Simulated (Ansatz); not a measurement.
## One arrangement of a pair

The pair of K⁺ (SMILES [K+], atom 1) and Br2 (SMILES BrBr, atoms 2–3), both closed shells, in one local arrangement (a lower one may exist), relaxed at PBE0-D4/def2-TZVP:

K1  (-0.226, -0.235, -2.117)
Br2  (0.897, 0.933, 0.883)
Br3  (-0.671, -0.697, 1.233)
(Å)

Ansatz 0.2.0; basis: def2-TZVPPD, with def2-QZVPPD for the basis limit; cores frozen in the correlated methods. Filled d shells of the heavier atoms are correlated. The outer core shell of Li, Na, Mg and K is correlated. The def2 sets are not built for correlating such inner shells, so the correlated values are less sure here. B3LYP uses VWN-RPA correlation. Extrapolation: Hartree–Fock as exp(−7.88 √X), correlation as X^−2.97. Interaction energies count from these two fragments, frozen as in the pair, with the counterpoise correction; negative means bound.

What is the interaction energy by CCSD(T) at an estimated basis limit (MP2 extrapolated from triple and quadruple zeta, plus CCSD(T) − MP2 in triple zeta)? (Judge from chemistry; the value comes from the calculation.)

The calculation gives: -34.4 kJ/mol. Hartree–Fock alone gives -22.7 kJ/mol at the basis limit. It counts from the two fragments frozen as in the pair.

The same quantity by other methods in triple zeta, and each one's difference from that estimate:
| method | E_int (kJ/mol) | difference |
| --- | --- | --- |
| PBE-D4 | -35.1 | -0.8 |
| revPBE-D4 | -31.2 | 3.2 |
| BLYP-D4 | -32.9 | 1.5 |
| r2SCAN-D4 | -32.5 | 1.8 |
| B97M-V | -33.0 | 1.4 |
| PBE0-D4 | -33.6 | 0.8 |
| B3LYP-D4 | -33.2 | 1.2 |
| HSE06-D4 | -33.7 | 0.7 |
| wB97X-V | -32.9 | 1.5 |
| wB97M-V | -33.3 | 1.0 |
| B2PLYP | -29.2 | 5.2 |
| HF | -21.8 | 12.6 |
| MP2 | -30.0 | 4.4 |
| CCSD | -27.6 | 6.7 |
| CCSD(T) | -28.4 | 6.0 |
Differences are method less estimate.

Basis-set superposition shift (counterpoise-corrected less uncorrected): CCSD(T) 3.8; MP2 3.7; HF 0.5; PBE0-D4 0.7; wB97M-V 0.6 kJ/mol.

T1 diagnostic: at most 0.007.

For scale, one of the runs: CCSD(T)/def2-TZVPPD, 150 basis functions, launched by `ansatz run in.yaml --threads 4 --pin off --events-out ev --progress --plain --max-ram 9574MiB`. Hardware: 4 CPU threads of an Arm Neoverse V2, shared host. Wall time 9.5 s; peak host memory 0.77 GiB.
